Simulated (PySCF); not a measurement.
**How methods differ on the ionisation energy of B⁺**

B⁺ [He] 2s2 (1S) → B²⁺ [He] 2s1 (2S), as a difference of total energies. All numbers are calculated (PySCF 2.14, the spin-free X2C one-electron Hamiltonian (Gaussian nucleus), in aug-cc-pVQZ-DK (6s5p4d3f2g, 80 functions)). Correlated levels: valence: 1s2 frozen. The calculations carry no spin-orbit coupling.

| method | ionisation energy (eV) |
| --- | --- |
| UHF | 23.450 |
| MP2 (valence) | 24.486 |
| SCS-MP2 (valence) | 24.693 |
| CCSD (valence) | 25.108 |

Task: How much does correlation contribute at MP2 (valence)?

Result: 24.486 − (23.450) = 1.036 eV, measured against UHF.

Errors of the correlated levels include the incompleteness of this basis and the frozen core.

With two correlated electrons CCSD is exact in that space.

For comparison: 25.155 eV (measured; NIST Atomic Spectra Database, ionization energies).
